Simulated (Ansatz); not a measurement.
Reaction (atomization): `B[Si](F)(Cl)O[SiH3]` → B• + Cl• + F• + 5 H• + O• + 2 Si•

Isolated molecules relaxed with PBE0-D4/def2-TZVP in Ansatz; ΔE leaves out vibrations. CCSD(T)/CBS is the MP2 limit (def2-TZVPP, def2-QZVPP) plus CCSD(T) − MP2 in def2-TZVPP, frozen cores. This one scheme is used for every species, atoms too. DFT in def2-TZVPP. No spin–orbit coupling; open shells (•) take unrestricted orbitals. Spin–orbit coupling would lower the free atoms: a little for B, Cl, F, O, Si. One conformer a species, not always the lowest.

| level | ΔE (kJ/mol) |
| --- | --- |
| PBE-D4 | 3947.5 |
| B2PLYP | 3900.7 |
| MP2/def2-TZVPP | 3933.0 |
| MP2/def2-QZVPP | 4002.6 |

Problem. What does CCSD(T)/CBS give? (Estimate.)

Solution. Ansatz gave: +3958.0 kJ/mol. The listed levels differ from it by -10.5, -57.3, -25.0, 44.6 kJ/mol.

Largest T1 diagnostic among the species: 0.014.

The D4 term adds +47.4 kJ/mol with B3LYP and +25.1 kJ/mol with PBE0; it sums over pairs of atoms, weighted by their polarisabilities, and B3LYP, whose exchange is more repulsive, gets the larger term. From PBE to PBE0 (25 % exact exchange), in def2-TZVPP and without D4, ΔE moves by −39.0 kJ/mol: exact exchange takes away binding that semilocal exchange gives to molecules. In def2-TZVPP, CCSD(T) changes the Hartree–Fock value by +820.3 kJ/mol (the triples alone add +47.9 kJ/mol) and MP2 by +909.6 kJ/mol; breaking electron pairs costs correlation energy, which Hartree–Fock lacks.

B3LYP here is the variant with VWN-RPA as its local correlation; programs differ in this.

For atomizations the MP2-based limit and the directly extrapolated one differ by several kJ/mol either way, and by 10 to 25 for some Ge, Se and Sn compounds, so smaller differences from it don't rank the levels.
